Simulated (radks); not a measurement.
The numbers below are computed, except where a source is named.
Species: Nd+. Configuration: [Kr] 4d10 4f4 5s1.5 5p6 6s1.5 (fractional occupations, a model configuration). Level of theory: Dirac Kohn-Sham, OLYP, spin-unpolarised, spherical densities, point nucleus; open shells fill j = l - 1/2 first (a radial shooting solver on a logarithmic mesh with Libxc functionals).

Normalised radial functions P(r) = r R(r) (large component), r in bohr:

```
   r/bohr * 5s1/2, o 5p1/2, + 4f5/2 (the largest magnitude, 0.98, reaches the edge; | marks zero, & curves that meet)
 0.001792                             & *
 0.002103                             & *
 0.002448                             & *
  0.00285                             & *
 0.003317                             &  *
 0.003862                             &  *
 0.004496                             &  *
 0.005234                             +o *
 0.006093                             +o  *
 0.007094                             +o  *
 0.008258                             +o  *
 0.009691                             +o  *
  0.01128                             + o *
  0.01313                             + o *
  0.01529                             + o *
   0.0178                             +  &
  0.02072                             +  &
  0.02412                             + * o
  0.02808                             &    o
  0.03269                            *+    o
  0.03806                          *  +     o
  0.04431                         *   +     o
    0.052                       *     +     o
  0.06053                      *      +    o
  0.07047                      *      |+  o
  0.08204                       *     |+ o
  0.09551                         *   o+
   0.1112                           o*| +
   0.1294                        o    |  &
   0.1507                      o      |   + *
   0.1754                     o       |     +  *
   0.2042                     o       |       + *
   0.2397                       o     |       *  +
    0.279                           o |  *          +
   0.3248                          *  |   o            +
   0.3781                    *        |        o          +
   0.4402               *             |           o          +
   0.5124               *             |            o           +
   0.5966                   *         |         o                +
   0.6945                           * |   o                      +
   0.8085                         o   |       *                 +
   0.9412                o            |                *      +
    1.096         o                   |                     + *
    1.286     o                       |                  +       *
    1.497    o                        |               +         *
    1.743      o                      |            +        *
    2.029          o                  |         +     *
    2.362               o             |      +  *
     2.75                    o        |    +*
    3.201                        o    |  &
    3.726                          o  |*+
    4.338                            o*+
     5.05                             &+
    5.926                             &
    6.899                             &
    8.032                             &
     9.35                             &
    10.89                             &
    12.67                             &
```

5s1/2: eigenvalue -48.857 eV, 4 radial nodes at r = 0.0290, 0.115, 0.301, 0.719 bohr, <r> = 1.46 bohr, 90 % of the charge inside 2.10 bohr. 5p1/2: eigenvalue -32.410 eV, 3 radial nodes at r = 0.0981, 0.294, 0.747 bohr, <r> = 1.64 bohr, 90 % of the charge inside 2.39 bohr. 4f5/2: eigenvalue -10.590 eV, 0 radial nodes, <r> = 1.05 bohr, 90 % of the charge inside 1.83 bohr.
